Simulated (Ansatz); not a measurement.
All numbers were calculated with Ansatz.

A structure relaxed at PBE0-D4/def2-TZVP, charge 0, multiplicity 1:

| atom | x (Å) | y (Å) | z (Å) |
| --- | --- | --- | --- |
| N1 | -1.5375 | 0.7176 | 0.6879 |
| Si2 | -0.2928 | 0.1960 | -0.3881 |
| Ga3 | 1.8724 | 0.8414 | 0.4618 |
| B4 | -0.2922 | -1.7991 | -0.6808 |
| F5 | -1.0532 | -2.6141 | 0.0347 |
| H6 | -1.5029 | 1.6315 | 1.1081 |
| H7 | -2.4891 | 0.4154 | 0.5547 |
| H8 | -0.3283 | 0.7831 | -1.7759 |
| H9 | 1.9916 | 1.8845 | 1.6383 |
| H10 | 3.2028 | 0.2643 | -0.1479 |
| H11 | 0.4292 | -2.3206 | -1.4928 |

Problem. Give its formula and SMILES.

Solution. BFGaH6NSi, `N[SiH]([GaH2])BF`.

Problem. Summarise the bond lengths by kind.

Solution. 1 × N–Si 1.726 Å; 2 × H–N 1.006 to 1.007 Å; 1 × Ga–Si 2.414 Å; 1 × B–Si 2.017 Å; 1 × H–Si 1.507 Å; 2 × Ga–H 1.573 to 1.577 Å; 1 × B–F 1.325 Å; 1 × B–H 1.205 Å.
